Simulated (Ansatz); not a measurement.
Cartesian coordinates (Å):
SMILES: [NH]1[AlH][N]2[AlH][NH][Al]3[NH][AlH][NH][Al]4[NH][AlH][N]([AlH]1)[Al]2[N]34
```xyz
26

N     -0.0238     4.4278     0.0137
Al    -1.6071     3.5846    -0.0173
N     -1.5807     1.7823    -0.0100
Al    -3.1442     0.8830    -0.0503
N     -3.0715    -0.9058    -0.1004
Al    -1.5424    -1.8446    -0.0907
N     -1.4805    -3.6392    -0.1574
Al     0.0279    -4.6077    -0.1061
N      1.5235    -3.6253     0.0095
Al     1.5628    -1.8291     0.0543
N      3.0787    -0.8740     0.1522
Al     3.1310     0.9161     0.1642
N      1.5595     1.7991     0.0844
Al     1.5679     3.6019     0.0657
Al    -0.0053     0.8811     0.0244
N      0.0050    -0.9223    -0.0040
H     -0.0292     5.4471     0.0029
H     -2.9587     4.4034    -0.0488
H     -4.5362     1.6318    -0.0428
H     -3.9570    -1.4087    -0.1319
H     -2.3648    -4.1413    -0.2223
H      0.0387    -6.1881    -0.1646
H      2.4138    -4.1198     0.0460
H      3.9689    -1.3676     0.1967
H      4.5120     1.6803     0.2538
H      2.9116     4.4346     0.0815
```
Charge 0, multiplicity 1.

Computed with frozen-core CCSD(T)/def2-SVP // B3LYP-D3(BJ)/def2-SVP (Ansatz, a program for electronic structure).

```
Item                             Value
----------------------  --------------
HF energy               -2376.58882 Ha
MP2 correlation energy     -1.77555 Ha
```

### Question
Estimate the CCSD correlation energy, the (T) correction, the total energy and the T1 diagnostic.

### Answer

```json
{
  "CCSD correlation energy": "-1.85843 Ha",
  "(T) correction": "-0.06356 Ha",
  "CCSD(T) total energy": "-2378.51081 Ha",
  "T1 diagnostic": "0.016"
}
```
